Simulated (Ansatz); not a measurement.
`O[SiH](O)[O][GeH3]` and `O[SiH](O)[SiH2]Cl` differ in one atom or group.

Ansatz, PBE0-D4/def2-TZVP geometries, multiplicity 1. Each molecule was computed in one conformer, which needn't be the lowest.

Scalar relativity is left out up to krypton.

| property | `O[SiH](O)[O][GeH3]` |
| --- | --- |
| LUMO energy (PBE/def2-TZVPP) / eV | -0.73 |
| HOMO–LUMO gap (PBE/def2-TZVPP) / eV | 6.48 |
| size of the dipole moment (ωB97M-V/def2-TZVPP) / D | 2.13 |
| HOMO energy (PBE0/def2-TZVPP) / eV | -8.72 |
| LUMO energy (PBE0/def2-TZVPP) / eV | 0.14 |
| HOMO energy (B3LYP/def2-TZVPP) / eV | -8.51 |

Task: What does the change do to each property? (Estimate.)

Result: Ansatz gave: 
```json
{"property": "LUMO energy (PBE/def2-TZVPP) / eV", "`O[SiH](O)[SiH2]Cl`": "-1.50", "shift": "-0.77"}
{"property": "HOMO–LUMO gap (PBE/def2-TZVPP) / eV", "`O[SiH](O)[SiH2]Cl`": "5.02", "shift": "-1.46"}
{"property": "size of the dipole moment (ωB97M-V/def2-TZVPP) / D", "`O[SiH](O)[SiH2]Cl`": "1.91", "shift": "-0.22"}
{"property": "HOMO energy (PBE0/def2-TZVPP) / eV", "`O[SiH](O)[SiH2]Cl`": "-7.77", "shift": "0.95"}
{"property": "LUMO energy (PBE0/def2-TZVPP) / eV", "`O[SiH](O)[SiH2]Cl`": "-0.64", "shift": "-0.78"}
{"property": "HOMO energy (B3LYP/def2-TZVPP) / eV", "`O[SiH](O)[SiH2]Cl`": "-7.58", "shift": "0.93"}
```

With PBE0 the HOMO rises by 0.95 eV and the LUMO falls by 0.78 eV, so the gap narrows by about 1.73 eV. PBE moves the HOMO by 0.70 eV and ωB97M-V by 1.22 eV. Dipoles are sizes alone; their direction can turn.

B3LYP here is the variant with VWN-RPA as its local correlation; programs differ in this.
